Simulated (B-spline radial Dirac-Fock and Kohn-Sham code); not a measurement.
**The As-like isoelectronic sequence (33 electrons), Z = 43 to 55**

Level of theory: relaxed Dirac-Fock hole states (ΔSCF) with Breit and QED corrections and a finite nucleus; a radial atomic solver. Binding energies in eV, tabulated ground configurations ([Ar] 3d10 4s2 4p3 throughout). Electron correlation is not included.

```csv
ion,2s,3s,3d5/2,4s,outermost level,NIST ionisation energy
Tc¹⁰⁺,3258.7,750.3,455.6,247.2,214.1 (4p),214 ± 2.4
Ru¹¹⁺,3474.0,822.8,514.0,280.8,245.1 (4p),245 ± 2.5
Rh¹²⁺,3697.4,898.8,575.6,316.2,278.0 (4p),277 ± 3
Pd¹³⁺,3928.9,978.2,640.2,353.5,312.6 (4p),311 ± 3
Ag¹⁴⁺,4168.5,1061.1,707.9,392.7,349.1 (4p),347 ± 3
Cd¹⁵⁺,4416.4,1147.5,778.7,433.7,387.4 (4p),385 ± 3
In¹⁶⁺,?,?,?,?,?,?
Sn¹⁷⁺,4937.3,1330.6,929.4,521.5,469.4 (4p),466 ± 3
Sb¹⁸⁺,5210.3,1427.4,1009.3,568.3,513.2 (4p),510 ± 3
Te¹⁹⁺,5491.9,1527.8,1092.3,616.9,558.7 (4p),555 ± 4
I²⁰⁺,5782.1,1631.7,1178.3,667.5,606.0 (4p),601 ± 4
Xe²¹⁺,6081.1,1739.2,1267.3,720.0,655.2 (4p),650 ± 4
Cs²²⁺,6388.8,1850.4,1359.4,774.4,706.1 (4p),700 ± 4
```

Q: Fill in the row of In¹⁶⁺.

A: 2s 4672.7, 3s 1237.3, 3d5/2 852.5, 4s 476.7, outermost 427.5 (4p), NIST 425 ± 3 eV.

NIST's values are for the lowest levels; a dash marks a value that is missing or belongs to another shell. Their kind here: theoretical. Where a p, d or f shell is open in either ion the computed value averages over both j values and all terms, while the table refers to the lowest levels; that difference holds spin-orbit splitting (largest in heavy or highly charged ions), term energies where several electrons share open shells, and correlation, and it can reach 10 % or more.
